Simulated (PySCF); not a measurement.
# Dipole moment and polarisability of `[SiH3]Cc1ccncc1`

C6H9NSi.
Structure used (PBE0-D3(BJ)/def2-SVP), in Å, numbered top down from 1:
```
atom  x, y, z in Å
Si1    2.5136   -0.1231    0.5470
C2     1.1554    0.0586   -0.7665
C3    -0.2072    0.0277   -0.1490
C4    -0.8339    1.1925    0.3093
C5    -2.0853    1.1020    0.9147
N6    -2.7399   -0.0421    1.0945
C7    -2.1469   -1.1523    0.6628
C8    -0.8984   -1.1739    0.0452
H9     3.8594   -0.0849   -0.1036
H10    2.3499   -1.4239    1.2624
H11    2.4125    0.9949    1.5322
H12    1.3257    1.0065   -1.3014
H13    1.2774   -0.7569   -1.4970
H14   -0.3515    2.1665    0.1930
H15   -2.5839    2.0107    1.2723
H16   -2.6958   -2.0894    0.8135
H17   -0.4683   -2.1226   -0.2862
```

Level: wB97X-D/def2-SVPD (PySCF), static field, nuclei fixed, core orbitals frozen in the response. The polarisability tensor in these axes (au):

```
x   125.02   0.87 -12.81
y     0.87 103.92   3.12
z   -12.81   3.12  79.54
```

What are the eigenvalues, a third of the trace, and Δα (Δα² = ½Σ(αi − αj)² over the three pairs)?

Principal values 75.81, 104.30 and 128.38 au; mean 102.83 au = 15.24 Å³ = 16.95 × 10⁻⁴⁰ C²·m²/J; Δα = 45.57 au (44 % of the mean).

What is the dipole moment, and where does it point?

(2.25, 0.10, -1.49) D, 2.70 D in size, pointing from the negative to the positive side. Measured along this direction, the outermost atoms are N6, H15 and H16 at the negative end and H9 at the positive end.

Form Σ f/ω² (atomic units) for the 6 lowest TDDFT singlets, given as eV and f, and set it beside the mean polarisability, which is this sum over all singlets: 5.13, 0.0056; 5.33, 0.0000; 5.54, 0.0181; 6.17, 0.0523; 6.93, 0.2978; 6.98, 0.7992.

They add up to 18.35 au, 17.8 % of the 102.83 au; the largest single term is 12.15 au, from the state at 6.98 eV. Terms in order: 0.16, 0.00, 0.44, 1.02, 4.59, 12.15 au. Higher excitations give the rest. The strengths listed sum to 1.173.

Give the eigenvalues of the traceless quadrupole moment Θ = ½Σq(3rr − r²1), origin at the centre of nuclear charge.

-10.39, -0.53, 10.91 D·Å. The values depend on the origin, since the dipole doesn't vanish. The electronic extent ⟨r²⟩ about the same centre is 1328 bohr², a root-mean-square distance of 2.37 Å for the 66 electrons.

Find the Langevin capture rate constant for H3+ (3.023 u) meeting this molecule (123.050 u), k = 2.342 × 10⁻⁹ cm³/s × √(α in Å³ / reduced mass in u).

The reduced mass is 2.95 u, so k = 5.32 × 10⁻⁹ cm³/s. The formula leaves out the permanent dipole, which adds to the capture rate.

What depolarisation ratio follows for Rayleigh scattering of linearly polarised light, taking the static tensor?

ρ = 3Δα²/(45ᾱ² + 4Δα²) = 6231.0/(475812 + 8308.0) = 0.0129.

Give the principal axes and the span of the nuclei along them.

Largest value along (0.97, 0.00, -0.25), where the nuclei span 6.69 Å; middle along (0.03, 0.99, 0.11), 4.32 Å; least along (0.25, -0.11, 0.96), 3.00 Å. The response follows the extents in order.

One conformer (not necessarily the lowest) at the PBE0-D3(BJ)/def2-SVP geometry, without solvent, vibrations or thermal averaging.

These values come from a run that also computed excited states. Time: 59 s of wall time. Hardware: one thread, Arm Neoverse V1, on a shared host.
